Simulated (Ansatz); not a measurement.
Reaction (stannylene formation by 1,1-elimination): `[OH][SnH2][OH]` → H₂ + `[OH][Sn][OH]`

Computed with Ansatz on PBE0-D4/def2-TZVP structures; ΔE is electronic, products minus reactants. CCSD(T)/CBS is the MP2 limit (def2-TZVPP, def2-QZVPP) plus CCSD(T) − MP2 in def2-TZVPP, frozen cores. This one scheme is used for every species. DFT in def2-TZVPP. def2 core potentials past Kr. For Sn outer-core shells are correlated without core-valence functions, which leaves a few kJ/mol of doubt a bond. Each species was taken in one conformer, which may not be the lowest.

`[OH][SnH2][OH]`:

Cartesian coordinates in Å:
```
O 1.118 -0.064 1.258
Sn -0.158 0.549 -0.100
O -0.801 -1.039 -1.056
H 0.729 -0.661 1.902
H -1.567 1.187 0.604
H 0.781 1.549 -1.104
H -0.102 -1.522 -1.504
```

H₂:

Z-matrix (Å, degrees):
```
H
H 1 0.746
```

`[OH][Sn][OH]`:

Cartesian coordinates in Å:
```
O 1.037 -0.546 0.134
Sn -0.484 -0.266 -1.114
O -1.402 0.911 0.167
H 1.748 -1.117 -0.169
H -0.899 1.017 0.982
```

```tsv
level	ΔE (kJ/mol)	difference from CCSD(T)/CBS
r2SCAN0-D4	-21.7	10.5
CAM-B3LYP-D4	-32.3	-0.1
ωB97M-V	-29.4	2.8
PBE	-49.0	-16.8
r2SCAN	-34.9	-2.7
BHLYP	-29.7	2.5
CAM-B3LYP	-34.0	-1.8
MP2/def2-SVP	-11.4	20.8
CCSD/def2-TZVPP	-20.8	11.4
HF/def2-QZVPP	-12.0	20.2
CCSD(T)/CBS	-32.2	0
```

Question: What do rigid-rotor, harmonic-oscillator terms from PBE0-D4/def2-TZVP frequencies (298.15 K, 1 bar) make of the CCSD(T)/CBS value? (Estimate.)

Answer: The calculation gave: ΔZPE = -10.1 kJ/mol, ΔH = -36.7 kJ/mol, ΔS = 117 J/(mol·K), ΔG = -71.5 kJ/mol.

Largest T1 diagnostic among the species: 0.018.

From BLYP to BHLYP (50 % exact exchange), in def2-TZVPP and without D4, ΔE moves by +45.6 kJ/mol. Leaving LDA and LC-ωPBE aside and taking each functional with its dispersion term where it has one, the values, not all of them listed here, spread over 57.2 kJ/mol, from BLYP-D4 to B97M-V. LDA lies +31.0 kJ/mol from PBE without D4.
